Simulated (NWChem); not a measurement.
C$_{2}$H$_{3}$BF$_{2}$; SMILES C=CB(F)F

```xyz
8

B     -0.0210     0.5179     0.0000
F     -0.7381     1.6369     0.0000
F      1.3032     0.6537     0.0000
C     -0.6897    -0.8769     0.0000
C      0.0373    -2.0041     0.0000
H     -1.7770    -0.9493     0.0000
H     -0.4139    -2.9945     0.0000
H      1.1249    -1.9744     0.0000
```
Atoms are numbered in this order, from 1.

Computed with NWChem. Pople sets run with spherical d functions. The geometry was optimised at B3LYP/6-31G* (spherical d).

Question: Order these runs by computing time, cheapest first, and give rough ratios: PBE/6-311++G**; PBE/6-31G*; PBE/STO-3G.

Answer: PBE/STO-3G (1), PBE/6-31G* (4), PBE/6-311++G** (20). Ratios are rough, from one shared machine; the cheapest took about 3.0 core-seconds (a rough figure). What differs between the cheapest and the dearest: highest occupied level (eV) -4.31 → -7.52; orbital gap (eV) 5.33 → 4.88; dipole (D) 0.18 → 2.05.
